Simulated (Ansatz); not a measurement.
`B/C=C/C` + `[CH3][SnH2][CH3]` → `B[CH2][SnH2][CH3]` + propene  (formal exchange of groups at a B–C bond)

Isolated molecules relaxed with PBE0-D4/def2-TZVP in Ansatz; ΔE leaves out vibrations. CBS: MP2 limit from def2 TZ/QZ plus the TZ coupled-cluster correction, frozen cores. DFT in def2-TZVPP. B3LYP here is the variant with VWN-RPA as its local correlation; programs differ in this. Elements past krypton have def2 core potentials. For Sn outer-core shells are correlated without core-valence functions, which leaves a few kJ/mol of doubt a bond. Each species was taken in one conformer, which may not be the lowest.

Question: Is it downhill or uphill in electronic energy at CCSD(T)/CBS, and by how much? (Estimate.)

Answer: Computed: Downhill: ΔE = -7.3 kJ/mol.

Question: What do these levels give: r2SCAN-D4, B3LYP, MP2/def2-TZVPP, CCSD(T)/def2-TZVPP, MP2/CBS(def2), CCSD/CBS(def2)? (Estimate.)

Answer: Computed: r2SCAN-D4 -3.1, B3LYP 3.4, MP2/def2-TZVPP -6.2, CCSD(T)/def2-TZVPP -5.6, MP2/CBS(def2) -7.9, CCSD/CBS(def2) -5.5 kJ/mol.

Largest T1 diagnostic among the species: 0.012.

The D4 term adds −3.1 kJ/mol with B3LYP and −1.6 kJ/mol with PBE0; it sums over pairs of atoms, weighted by their polarisabilities, and B3LYP, whose exchange is more repulsive, gets the larger term. In def2-TZVPP, CCSD(T) changes the Hartree–Fock value by −17.4 kJ/mol (the triples alone add −1.8 kJ/mol) and MP2 by −18.0 kJ/mol.
